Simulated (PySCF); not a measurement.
## Electron correlation in Ar (argon, neutral)

[Ar], closed-shell 1S. Calculation: PySCF 2.14, in aug-cc-pCVTZ-DK (8s7p5d3f, 75 functions); the spin-free X2C one-electron Hamiltonian (Gaussian nucleus). Frozen: [Ne]; 8 electrons correlated.

MP2 pair energies summed by pair of shells (mhartree):

```json
{"pair": "3p-3p", "energy": "-156.52", "share (%)": "72.7"}
{"pair": "3s-3p", "energy": "-49.46", "share (%)": "23.0"}
{"pair": "3s-3s", "energy": "-9.21", "share (%)": "4.3"}
```

Total MP2 correlation energy: -215.20 mhartree.

Same-spin part -53.84 and opposite-spin part -161.36 mhartree; SCS-MP2 scales them by 1/3 and 6/5 to -211.58 mhartree.
